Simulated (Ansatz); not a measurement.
Reactions of C2H4F2O (`COC(F)F`).

Isolated molecules relaxed with PBE0-D4/def2-TZVP in Ansatz; ΔE leaves out vibrations. CBS: MP2 limit from def2 TZ/QZ plus the TZ coupled-cluster correction, frozen cores. This one scheme is used for every species. Functionals use def2-TZVPP. def2 core potentials past Kr. For Br, Te outer-core shells are correlated without core-valence functions, which leaves a few kJ/mol of doubt a bond. Scalar relativity is left out up to krypton. Each species was taken in one conformer, which may not be the lowest.

```
                                                          reaction  PBE-D4 (kJ/mol)  CCSD(T)/CBS(def2) (kJ/mol)
                            `COC(F)F` + H₂Te → `COC(F)[TeH]` + H–F               21                          14
                                    `COC(F)F` + H₂ → `FCF` + CH₃OH              -24                         -30
                   `COC(F)F` + `COB(O)Br` → `COB(Br)OC` + `OC(F)F`                0                          -1
`COC(F)F` + `C[O][Al]([OH])[Cl]` → `C[O][Al]([Cl])[O]C` + `OC(F)F`                6                           9
```

Largest T1 diagnostic: 0.012, for `COC(F)[TeH]`.
